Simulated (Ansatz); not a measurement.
Geometry optimisation, Ansatz 0.2.0, RKS PBE-D4/def2-SVP.

Input file:

```yaml
crystal:
  periodic: [false, false, false]
  atoms:
    - { symbol: Mo, position_ang: [0.344685, 0.231189, -0.244882] }
    - { symbol: F, position_ang: [-0.353574, -0.274119, 2.609375] }
    - { symbol: Cl, position_ang: [2.424825, -0.136434, -1.252569] }
    - { symbol: F, position_ang: [0.224079, 1.910248, -1.056218] }
    - { symbol: F, position_ang: [-1.377744, 0.509858, 0.356819] }
    - { symbol: F, position_ang: [0.341508, -1.489519, 0.409965] }
    - { symbol: F, position_ang: [-0.320558, -0.406073, -1.852098] }
    - { symbol: O, position_ang: [1.318373, 1.056556, 1.11281] }
    - { symbol: H, position_ang: [2.114907, 1.621509, 1.050484] }
    - { symbol: H, position_ang: [0.245198, 0.368986, 2.914714] }
basis:
  gaussian: { orbitals: def2-SVP }
hamiltonian:
  xc: pbe
  dispersion: d4
relax:
  f_tol: 0.03
  max_steps: 50
```

Run as:

```bash
$ ansatz run input.yaml --threads 4 --pin off --max-ram 5120MiB --backend cpu --events-out ev --progress --plain --runs-dir out
```

Question: Where does it end, and by what steps?

Answer: The run converged. The force dipped under the threshold on the way, but the program's further checks kept it going. After 47 steps the energy has fallen by 0.175 eV; F2 moved furthest, 1.51 Å.

```
step  energy less start (eV)  largest force component (eV/Å)  accepted
   0                  0.0000                           0.413       yes
   2                 -0.0144                           2.057        no
   4                 -0.1044                           0.670       yes
   6                 -0.1347                           0.213       yes
   8                 -0.1423                           0.177       yes
  10                 -0.1443                           0.024       yes
  12                 -0.1460                           0.082       yes
  14                 -0.1497                           0.250       yes
  16                 -0.1544                           0.103       yes
  18                 -0.1592                           0.068       yes
  20                 -0.1603                           0.176       yes
  22                 -0.1612                           0.083       yes
  24                 -0.1620                           0.040       yes
  26                 -0.1623                           0.066       yes
  28                 -0.1626                           0.095       yes
  30                 -0.1630                           0.047       yes
  32                 -0.1618                           0.339        no
  34                 -0.1637                           0.021       yes
  36                 -0.1640                           0.324        no
  38                 -0.1659                           0.097       yes
  40                 -0.1669                           0.089       yes
  42                 -0.1687                           0.183       yes
  44                 -0.1708                           0.238       yes
  46                 -0.1736                           0.248       yes
  47                 -0.1753                           0.019       yes
```

```xyz
10
Properties=species:S:1:pos:R:3
Mo 0.258 0.266 -0.406
F 1.004 -0.714 3.102
Cl 2.345 -0.654 -0.621
F 0.773 1.868 -1.206
F -1.502 0.869 -0.361
F -0.319 -1.209 0.526
F -0.129 -0.350 -2.106
O 0.683 1.160 1.206
H 1.006 2.080 1.298
H 0.842 0.076 2.615
```

Whether the end is a true minimum wasn't checked by a vibrational analysis.

Run time: 91 s on 4 threads of Arm Neoverse V2, with other jobs on the host, peak memory 0.22 GiB.
